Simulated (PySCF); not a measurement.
C6H7F3Si.
SMILES with atom numbers: `[F:1][C:2]([F:3])=[C:4]([F:5])/[CH:6]=[CH:7]/[C@@H:8]1[CH2:9][SiH2:10]1` (hydrogens: H11 on C6; H12 on C7; H13 on C8; H14, H15 on C9; H16, H17 on Si10)

Computed with PySCF at PBE0/def2-SVPD, non-relativistic, on one gas-phase PBE0-D3(BJ)/def2-SVP geometry that isn't relaxed in the solvent. The solvent is an IEF-PCM continuum (van der Waals radii × 1.2), and excitations are vertical TDDFT with non-equilibrium linear response and a frozen core. Specific hydrogen bonds and non-electrostatic terms are outside this model.

Gas-phase singlets (H = HOMO, L = LUMO):

```csv
state,E (eV),λ (nm),f,leading configuration
S1,4.802,258,0.825,H→L 92%
S2,5.328,233,0.038,H→L+1 85%
S3,5.561,223,0.003,H→L+2 70%
S4,5.717,217,0.001,H→L+3 74%
S5,5.818,213,0.117,H-1→L 77%
```

Q: Give the list for benzene (ε = 2.271), n² = 2.25.

A: 
| state | E (eV) | λ (nm) | f | leading configuration | change by rank (eV) |
| --- | --- | --- | --- | --- | --- |
| S1 | 4.617 | 269 | 1.003 | H→L 95% | -0.185 |
| S2 | 5.363 | 231 | 0.024 | H→L+1 83% | +0.035 |
| S3 | 5.540 | 224 | 0.004 | H→L+2 80% | -0.021 |
| S4 | 5.737 | 216 | 0.083 | H-1→L 67% | +0.020 |
| S5 | 5.792 | 214 | 0.067 | H→L+3 67% | -0.026 |

Q: The ground-state energy changes by -0.057 eV from gas to benzene. By how much does the total energy of gas-phase S1 change?

A: E(S1) = E(S0) + excitation energy, so it changes by -0.057 − 0.185 = -0.242 eV: it is lowered more than the ground state, which is what a red shift means. This is the vertical state, with the slow part of the continuum still set for S0.

Q: How do the frontier levels move from gas to benzene?

A: 
| orbital | gas (eV) | solvent (eV) | change (eV) |
| --- | --- | --- | --- |
| LUMO+2 | 0.52 | 0.63 | +0.11 |
| LUMO+1 | 0.07 | 0.21 | +0.14 |
| LUMO | -0.93 | -0.88 | +0.05 |
| HOMO | -6.06 | -6.01 | +0.05 |
| HOMO-1 | -7.56 | -7.46 | +0.10 |
| HOMO-2 | -8.62 | -8.55 | +0.07 |
| HOMO-3 | -9.93 | -9.83 | +0.10 |

The HOMO–LUMO gap goes from 5.13 to 5.13 eV. Rows go by rank; for HOMO-3 and LUMO+2 the atom shares or the degeneracy differ between the runs, so the row needn't follow one orbital.

Shape of the structure used: `[F:1][C:2]([F:3])=[C:4]([F:5])/[CH:6]=[CH:7]/[C@@H:8]1[CH2:9][SiH2:10]1`: C2–C4–C6–C7 -179°, C6–C7–C8–C9 -150°.
